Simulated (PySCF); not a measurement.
BeF$_{2}$, triplet, at a GFN2-xTB geometry (such geometries of metal compounds can be far from the true shape) (a higher spin typed on purpose: for a closed-shell molecule this is an excited state). Base run: HF/pcseg-1 in PySCF.

The PySCF input:
```python
from pyscf import gto, scf

mol = gto.M(
    atom='''
Be   -0.339317    0.411648   -0.785510
F     1.035833   -0.108835   -0.249415
F    -0.885025   -0.074120    0.598531
''',
    basis='pcseg-1',
    charge=0,
    spin=2,
    verbose=5,
)

mf = scf.UHF(mol)
mf.kernel()
mo_i, mo_e, stable_i, stable_e = mf.stability(internal=True, external=True, return_status=True, nroots=6, tol=1e-6)
print('internally stable:', stable_i, ' externally stable:', stable_e)
if not stable_i:
    umf = mf.copy()
    umf.scf_summary = {}
    umf.kernel(umf.make_rdm1(mo_i, mf.mo_occ))
mf.analyze()
```

The bond that is stretched is that between atoms 2 and 1. A test that says stable can miss a lower solution.

Variants of this job, named by their change:

| change | ΔE vs base (mEh) | <S^2> | E after following the instability (Eh) | <S^2> there | stability test says |
|---|---|---|---|---|---|
| base | 0.000 | 2.031 | -213.36985 | 2.01 | internal instability |
| bond × 1.25 | -29.345 | 2.004 | - | - | external instability |
| bond × 1.5 | -35.093 | 2.004 | - | - | stable |
| bond × 1.8 | -37.160 | 2.004 | - | - | stable |
| bond × 2.2 | -37.354 | 2.004 | - | - | stable |
| bond × 3.0 | -36.647 | 2.003 | -213.39758 | 2.00 | internal instability |

On stretching, the SCF can end on different states; <S^2> shows the spin contamination of each.
